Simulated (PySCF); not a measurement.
# Silver: a sound run and one with changed settings

Sound run: Ag [Kr] 4d10 5s1, Ag⁺ [Kr] 4d10. Calculation: PySCF 2.14, in x2c-SVPall (6s5p5d1f, 53 functions); the spin-free X2C one-electron Hamiltonian (Gaussian nucleus). In the sound run the correlated levels freeze [Kr]. The sound run starts from symmetry-adapted Hartree-Fock orbitals and uses a fine grid where one is needed.

Changed run: a valence shell is frozen. This setting is unsound on purpose.

Ionisation energy of Ag:

```
 method  sound run (eV)  changed run (eV)
    UHF           6.342             6.342
    MP2           6.951             6.342
SCS-MP2           6.863             6.342
   CCSD             n/a             6.342
CCSD(T)             n/a             6.342
  CCSDT             n/a             6.342
    FCI             n/a             6.342
```

Freezing a valence shell removes pair correlation that changes on ionisation.

For comparison, NIST gives 7.576 eV between the lowest levels.
